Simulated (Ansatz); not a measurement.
Dissociation curve of SMILES [O]=[Re](=[O])(=[O])[OH]. The Re1–O5 bond (Re1 also carries O, O, O; O5 carries H) is pulled apart rigidly from the PBE0/def2-TZVP, def2 effective core potentials past Kr optimised geometry.

Levels of theory: RKS-BLYP = restricted BLYP/def2-TZVP, def2 effective core potentials past Kr (Ansatz, a program for electronic structure); UKS-PBE0 = unrestricted PBE0/def2-TZVP, def2 effective core potentials past Kr in Ansatz.

Energies relative to the lowest point of each curve near equilibrium, in mEh:

```
R / Å  RKS-BLYP
-----  --------
1.48      171.8
1.61       57.5
1.71       16.9
1.82        0.7
1.88        0.0
2.07       19.0
2.42       81.7
2.64      119.6
3.36      182.4
3.80      191.1
4.42      196.7
5.26      200.3
```

Estimate the UKS-PBE0 values at these points.

1.48: 152.2; 1.61: 45.7; 1.71: 10.6; 1.82: 0.0; 1.88: 2.1; 2.07: 28.9; 2.42: 102.7; 2.64: 146.2; 3.36: 164.6; 3.80: 165.1; 4.42: 166.2; 5.26: 167.3 (mEh).

The restricted form behind RKS-BLYP keeps the bonding electrons paired and can't separate into open-shell fragments. The unrestricted determinant behind UKS-PBE0 is spin-contaminated at 2.97 to 5.26 Å (<S²> up to 1.0, against 0.00 for a pure singlet).
